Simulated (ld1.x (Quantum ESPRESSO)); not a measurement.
Al (Z = 13): from the effect back to the setting (ultrasoft)

Base potential:

aluminium, ultrasoft, made with ld1.x (Quantum ESPRESSO) 7.5 (PBE, non-relativistic). Core [Ne], reference 3s2 3p1. Waves: 3s (bound): rcut 1.80, rcutus 2.30 bohr; 3s channel at 3.4 Ry: rcut 1.80, rcutus 2.30 bohr; 3p (bound): rcut 1.65, rcutus 1.90 bohr; 3p channel at 0.45 Ry: rcut 1.65, rcutus 1.90 bohr. Local part: all-electron potential smoothed inside 1.60 bohr (lloc = -1). Core correction: none. Augmentation charge: PSQ, inside the norm-conserving radii.

Cutoffs, loose and tight: the cutoffs (Ry, on a coarse ladder) from which the occupation-weighted sum of valence levels, in a spherical-Bessel basis at the reference potential, stays within 10 and 1 mRy of its value at 400 Ry. They do not see the model core or the augmentation charge, which bear on the density cutoff. Test errors are all-electron minus pseudo excitation energies from the reference, over the configurations 3s2 3p0; 3s1 3p0; 3s2 3p0.5; 3s2 3p1.3; 3s1 3p2; 3s0 3p3; 3s1 3p1; variants that change the core or the reference have their own tests.

Only the p radius is moved (2 further runs of the sweep failed or gave no value and are left out):

```json
{"p radius (bohr)": "1.56", "cutoff, loose": "18 Ry", "cutoff, tight": "21 Ry", "bound ghosts": "p", "largest test error (meV)": "+70", "median size of the test errors": "18.8 meV"}
{"p radius (bohr)": "1.72", "cutoff, loose": "6 Ry", "cutoff, tight": "10 Ry", "bound ghosts": "p", "largest test error (meV)": "+66", "median size of the test errors": "10.9 meV"}
{"p radius (bohr)": "2.16", "cutoff, loose": "6 Ry", "cutoff, tight": "6 Ry", "bound ghosts": "none", "largest test error (meV)": "+63", "median size of the test errors": "7.5 meV"}
{"p radius (bohr)": "2.36", "cutoff, loose": "6 Ry", "cutoff, tight": "8 Ry", "bound ghosts": "none", "largest test error (meV)": "+54", "median size of the test errors": "7.0 meV"}
{"p radius (bohr)": "2.54", "cutoff, loose": "6 Ry", "cutoff, tight": "8 Ry", "bound ghosts": "none", "largest test error (meV)": "+49", "median size of the test errors": "6.7 meV"}
{"p radius (bohr)": "2.7", "cutoff, loose": "6 Ry", "cutoff, tight": "8 Ry", "bound ghosts": "none", "largest test error (meV)": "+46", "median size of the test errors": "6.6 meV"}
{"p radius (bohr)": "2.9", "cutoff, loose": "6 Ry", "cutoff, tight": "8 Ry", "bound ghosts": "none", "largest test error (meV)": "+43", "median size of the test errors": "6.5 meV"}
```

Question: One more run gave cutoff, loose: 6 Ry; cutoff, tight: 6 Ry; bound ghosts: none; largest test error (meV): +76; median size of the test errors: 8.4 meV. Which value of the p radius was used?

Answer: 1.94 bohr. The median size of the test errors moves one way along this sweep, from 18.8 meV at 1.56 to 6.5 meV at 2.9 bohr, which places the run between 1.72 and 2.16 bohr.
